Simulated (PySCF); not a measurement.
**Relaxation of quintet IrF₅**

Method: UPBE in PySCF with Ir def2-SVP with ECP60, F def2-SVP; scalar-relativistic core potentials, no spin–orbit coupling; density-fitted integrals. A (50,194) grid was used.

A start displaced from a saddle point along its imaginary mode, of Cs symmetry, held to at least that symmetry:

Coordinates in bohr (charge 0 multiplicity 5):
```
Ir   -0.0178    0.0054    0.0000
F    -0.0865    0.0261    3.5200
F    -0.0865    0.0261   -3.5200
F     3.6788   -0.0674    0.0000
F    -1.6903    3.2465    0.0000
F    -1.6353   -3.2859    0.0000
```

Optimiser trace:
```tsv
step	E − E(last) (kJ/mol)	largest gradient (Eh/bohr)
0	38.99	0.00968
1	36.84	0.01145
2	33.85	0.01352
3	29.46	0.01591
4	23.56	0.01714
5	16.93	0.01602
6	3.31	0.01466
7	1.50	0.00774
8	0.33	0.00234
9	0.05	0.00276
10	0.00	0.00083
11	0.00	0.00012
```

It ends at C4v with Ir–F 1.874 Å (×4), Ir–F 2.007 Å; F–Ir–F 89.5° (×4), F–Ir–F 95.3° (×4), F–Ir–F 169.5° (×2) (after a last refinement on a finer grid). A frequency run shows a minimum. Other isomers or separated fragments may lie lower.

With open d or f shells other occupations or spin states may lie lower. At this level a triplet minimum of C2v symmetry lies 13 kJ/mol below this structure. With an element this heavy the missing spin–orbit coupling can shift these numbers.
